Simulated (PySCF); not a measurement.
Gas-phase reaction: 4 SnHCl3 + 2 F = 3 SnCl4 + 2 HF + SnH2

Computed with PySCF and rigid-rotor harmonic-oscillator thermochemistry at 1 bar. † marks an energy on the PBE0/def2-TZVP geometry and frequencies; other levels use their own. MP2 and CCSD(T) freeze the core. Open shells (unrestricted): F (multiplicity 2, electronic degeneracy 6); the rest are closed-shell singlets. Spin-orbit splitting is ignored; it lowers the true energy and changes the entropy of F. Sn: scalar-relativistic def2 core potential, no spin-orbit coupling. SnHCl3, SnH2: computed as isolated molecules; such fragments, hydroxides, amides, oligomers or adducts are transient or little studied in the gas. MP2 isn't extrapolated to the basis-set limit; its ΔH°(298 K) is -551.9 kJ in def2-SVP and -617.3 kJ in def2-TZVPP. CCSD(T) isn't extrapolated to the basis-set limit; its ΔH°(298 K) is -511.8 kJ in def2-SVP and -556.8 kJ in def2-TZVPP. The harmonic model lacks anharmonicity and excited electronic states, which grow with temperature; levels with a mode under 35 cm⁻¹ are left out. Soft modes under 120 cm⁻¹ make the harmonic entropy rough for SnHCl3, SnCl4.

| level | ΔE electronic, kJ | ΔH°(298 K), kJ | ΔS°(298 K), J/K | ΔG°(1400 K), kJ |
|---|---|---|---|---|
| CCSD(T)/def2-TZVPP† | -567 | -557 | -23 | -516 |
| HF/def2-TZVP† | -300 | -291 | -23 | -249 |
| M06-2X/def2-TZVP† | -563 | -554 | -23 | -512 |
| MP2/def2-SVP† | -562 | -552 | -23 | -511 |
| PBE0/def2-TZVP | -547 | -538 | -23 | -496 |
ΔH° is lowest at CCSD(T)/def2-TZVPP† and highest at HF/def2-TZVP†. No reference value is set beside these.
